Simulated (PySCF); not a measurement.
Structure problem from calculated spectra and properties.

Elements present: C, F, H and N. Monoisotopic mass: 127.0666 u (electron mass counted); charge +1.

- Triplet: lowest triplet excitation (Tamm–Dancoff): 3.04 eV [TDA PBE0/def2-SVPD]
- NMR, other nuclei: isotropic shieldings of nuclei other than C and H, by class: -174 (1 N), 41 (1 N), 263 (1 F) ppm [GIAO PBE0/pcSseg-1]
- UV, strongest line: among the 6 lowest singlet transitions: S5 at 7.21 eV (172 nm, f = 0.412) [TDDFT PBE0/def2-SVPD]
- Rotational structure: rotational constants A, B, C: 2.331, 1.873, 1.052 GHz [GFN2-xTB]
- 13C NMR: chemical shifts (computed TMS as zero) by class: 160.6 (1 C), 155.7 (1 C), 153.7 (1 C), 144.4 (1 C), 34.6 (1 C), 19.8 (1 C) ppm [GIAO PBE0/pcSseg-1]
- 1H NMR: chemical shifts (computed TMS as zero) by class: 9.90 (1 H), 9.85 (1 H), 4.32 (3 H), 3.12 (3 H) ppm [GIAO PBE0/pcSseg-1]
- UV, first state: lowest singlet excitation: 3.81 eV (326 nm, f = 0.002) [TDDFT PBE0/def2-SVPD]

Gas-phase values; electronic properties from PySCF, density fitting. Levels stand in brackets. NMR shifts are as computed; neighbouring signals can stand in another order in a measured spectrum. Isolated species at its GFN2-xTB geometry, gas phase. NMR values are class means; diastereotopic atoms form classes of their own.

**Question.** Which formula fits the mass and the elements?

**Answer.** C6H8FN2 (calculated 127.0666). No other formula that holds each of these elements comes within 0.0003 u with a fitting electron parity and a possible valence count.

**Question.** What is the compound? Reason from the data.

**Answer.** Numbering: `[CH3:1][c:2]1[cH:3][n:4][cH:5][c:6]([F:7])[n+:8]1[CH3:9]`. 6 carbons fall into 6 classes; from least to most shielded: aromatic C–F carbon [C6] (160.6 ppm), aromatic CH next to a ring nitrogen [C3] (155.7 ppm), substituted aromatic carbon [C2] (153.7 ppm), aromatic CH next to a ring nitrogen [C5] (144.4 ppm), N-methyl carbon [C9] (34.6 ppm), benzylic-type carbon [C1] (19.8 ppm). Hydrogen classes from least to most shielded: 1 H on an aromatic CH next to a ring nitrogen, C5 (9.90 ppm), 1 H on an aromatic CH next to a ring nitrogen, C3 (9.85 ppm), 3 H on an N-methyl carbon, C9 (4.32 ppm, a mean of values up to 1.3 ppm apart in this geometry), 3 H on a benzylic-type carbon, C1 (3.12 ppm, a mean of values up to 0.5 ppm apart in this geometry). The other shieldings belong to: -174 ppm, ring nitrogen [N4]; 41 ppm, ring nitrogen [N8]; 263 ppm, aryl fluorine [F7]. S1 is mainly HOMO→LUMO (weight 0.99); the largest Löwdin shares of the orbital it empties are 0.61 on a ring nitrogen, 0.10 on each of 2 atoms of one kind (aromatic CH next to a ring nitrogen) and 0.05 on the substituted aromatic carbon, of the orbital it fills 0.23 on a ring nitrogen, 0.20 on a ring nitrogen, 0.15 on the substituted aromatic carbon and 0.12 on the aromatic C–F carbon. The optimised geometry has point group Cs and is an asymmetric top. Structure: `Cc1cncc(F)[n+]1C`. The assignments are read from this structure; whether some other isomer fits the data as well wasn't checked.
